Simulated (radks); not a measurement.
Question: Coherent X-ray form factor from a spherical all-electron density. Calculated with a radial shooting solver on a logarithmic mesh with Libxc functionals: Dirac Kohn-Sham, BLYP, spin-unpolarised, spherical densities, finite nucleus; Fermi nuclear charge, rms radius of each element as measured or else 0.836 A^(1/3) + 0.57 fm.

| sin(theta)/lambda (1/angstrom) | f0 (electrons) |
|---|---|
| 0.05 | 48.927 |
| 0.1 | 48.710 |
| 0.15 | 48.351 |
| 0.2 | 47.856 |
| 0.25 | 47.230 |
| 0.3 | 46.483 |
| 0.4 | 44.665 |
| 0.5 | 42.491 |
| 0.6 | 40.065 |
| 0.8 | 34.869 |
| 1 | 29.822 |
| 1.25 | 24.469 |
| 1.5 | 20.494 |
| 2 | 15.839 |

The species is in the configuration that NIST lists as its ground one. Which atom or ion scatters so?

Answer: The bismuth ion Bi34+, [Kr] 4d10 4f3. Extrapolating in s^2 from the first two rows gives f0(0) = 49.0, near the electron count 49; among species with that count, the fall with angle is slower the higher Z, and the table is that of Z = 83; from so few rows the species is fixed only to a neighbour or two.
